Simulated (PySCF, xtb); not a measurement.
B(CCH)(Cl)(Me) (C3H4BCl), SMILES C#CB(C)Cl.

Harmonic wavenumbers (cm⁻¹) from GFN2-xTB in xtb at its own minimum, in rising order: 42, 122, 185, 261, 413, 427, 550, 672, 691, 824, 829, 1001, 1142, 1384, 1472, 1479, 2199, 3001, 3032, 3047, 3363.

Q: What does PBE0-D3(BJ)/def2-SVP (PySCF 2.14.0) give at its own minimum? (Estimate from the structure and the level; the computed values follow.)

A: 39, 145, 206, 286, 460, 474, 584, 698, 784, 817, 829, 1072, 1163, 1322, 1414, 1430, 2185, 3047, 3132, 3185, 3476. Paired by order, the mean absolute difference is 47 cm⁻¹ and the zero-point energies are 37.4 and 38.2 kcal/mol.
